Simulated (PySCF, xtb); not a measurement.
Noncovalent pair: N2 (SMILES N#N) (first 2 atoms) with CH6Si (SMILES C[SiH3]); geometry from B3LYP-D3(BJ)/def2-TZVP, rigid monomers moved along the line of their centres of mass till N1···Si4 is 3.24 Å.
(charge 0, multiplicity 1):
```xyz
10

N      1.20011    -0.04338     0.93902
N      0.82041     0.05479    -0.07873
C      0.97915    -0.20819     4.35487
Si    -0.69166     0.10983     3.56568
H      1.75750    -0.28117     3.59410
H      0.96917    -1.14053     4.92240
H      1.24572     0.60005     5.03833
H     -0.67655     1.37712     2.79496
H     -1.74907     0.20978     4.60163
H     -1.05358    -0.99033     2.63890
```

Counterpoise-corrected where a basis set is named; no monomer relaxation. Rows marked so take none.

Rows in 6-31G* carry no dispersion term and start afresh at each structure (6-31G* with six Cartesian d functions). MP2/6-31G* freezes PySCF's default core.

Codes used: PySCF for 6-31G* rows; xtb for the GFN methods. Values without a source in brackets are computed.

### Question
One of these levels gives -1.43 kcal/mol for the interaction energy. Name it.
A) M06-2X/6-31G* (no counterpoise)
B) MP2/6-31G*
C) GFN-FF
D) B3LYP/6-31G*

### Answer
A, M06-2X/6-31G* (no counterpoise). The others give -0.50 (GFN-FF), 1.45 (B3LYP/6-31G*), 0.79 (MP2/6-31G*)
